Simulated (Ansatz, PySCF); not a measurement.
CH7FN2Si, SMILES F[Si@@H](N)NC.

Coordinates come from a r2SCAN-D4/def2-SVP optimisation. The structure was generated by enumeration; whether it is a known compound was not checked. One conformer was computed; it need not be the lowest.

Vertical ionisation energy (IE) and electron affinity (EA) in eV. Rows of orbital energies are one-electron estimates. Where ΔSCF, EOM or ADC give a negative EA the extra electron is unbound and the value depends on the basis.

```tsv
level	IE	EA
−ε(HOMO), −ε(LUMO), CAM-B3LYP/def2-TZVP (PySCF)	8.55	-1.79
−ε(HOMO), −ε(LUMO), PBE/def2-TZVP (PySCF)	5.72	-0.18
ΔSCF, PBE0/def2-SVPD (Ansatz), final states of multiplicity 2 and 2	9.34	-1.75
ΔSCF, PBE/def2-SVPD (Ansatz), final states of multiplicity 2 and 2	9.00	-1.54
```

Problem. What vertical singlet–triplet gap does ΔSCF give with PBE0/def2-SVPD (Ansatz, a quantum-chemistry and plane-wave program) and with PBE/def2-SVPD (Ansatz)? (An estimate is asked for; the answer gives what the named calculation found.)

Solution. 6.30 and 5.99 eV (triplet above singlet where positive).
